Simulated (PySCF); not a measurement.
Working out the ionisation energy of Nb

Nb [Kr] 4d4 5s1 (6D) → Nb⁺ [Kr] 4d4 (5D). All numbers are calculated (PySCF 2.14, the spin-free X2C one-electron Hamiltonian (Gaussian nucleus), in x2c-TZVPall). Frozen: [Kr]. Energies in hartree (1 hartree = 27.21139 eV):

| part | Nb (lower) | Nb⁺ (upper) |
| --- | --- | --- |
| UHF | -3817.234624 | -3817.014350 |
| MP2 opposite-spin | 0.000000 | 0.000000 |
| MP2 same-spin | -0.040581 | -0.027738 |

Problem. What does Hartree-Fock give?

Solution. (-3817.014350) − (-3817.234624) = 0.220274 hartree = 5.994 eV.

Problem. What do MP2 and SCS-MP2 (6/5 opposite-spin, 1/3 same-spin) give?

Solution. The opposite-spin parts differ by 0.000 eV and the same-spin parts by 0.349 eV. MP2: 5.994 + (0.000) + (0.349) = 6.343 eV. SCS-MP2: 5.994 + 1.2 × (0.000) + (0.349)/3 = 6.110 eV.

Measured between the centres of the two terms (NIST): 6.776 eV, so MP2 (valence) is off by -0.433 eV.

What remains against the reference includes basis incompleteness, the frozen core and correlation beyond second order.
